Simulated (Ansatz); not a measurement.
Species: sum formula BN₂H₄Cl (charge 0, singlet). 
Geometry from a B3LYP-D3(BJ)/def2-TZVP (Ansatz, a program for electronic structure) optimisation:
```xyz
8

N     -1.1176    -1.2074    -0.2308
B      0.0437    -0.4192    -0.1476
N      1.3329    -0.8584    -0.4964
Cl    -0.1325     1.2714     0.4475
H     -1.1216    -2.1602    -0.5500
H     -2.0201    -0.8535     0.0290
H      1.5326    -1.7822    -0.8377
H      2.1363    -0.2615    -0.4215
```
Charge 0, spin multiplicity 1.

Atomisation energy built up term by term with Ansatz (kcal/mol; UHF references for open shells; valence terms freeze the core; atomic spin-orbit terms are left out). CBS marks a two-point X^-3 extrapolation of the correlation energy; Hartree-Fock from the larger set.

```json
[
 {"term": "Hartree-Fock", "basis": "aug-cc-pV(Q+d)Z", "kcal/mol": "?"},
 {"term": "CCSD correlation", "basis": "CBS(aug-cc-pV(T+d)Z,aug-cc-pV(Q+d)Z)", "kcal/mol": "?"},
 {"term": "(T)", "basis": "CBS(aug-cc-pV(T+d)Z,aug-cc-pV(Q+d)Z)", "kcal/mol": "13.07"},
 {"term": "core correlation", "basis": "cc-pwCVTZ", "kcal/mol": "3.22"},
 {"term": "scalar relativity (X2C)", "basis": "cc-pVTZ-DK against cc-pVTZ", "kcal/mol": "-0.93"},
 {"term": "sum: De", "basis": "", "kcal/mol": "?"}
]
```

**Question.** Complete the blanks.

**Answer.** 
- Hartree-Fock, kcal/mol: 511.12
- CCSD correlation, kcal/mol: 194.38
- sum: De, kcal/mol: 720.9
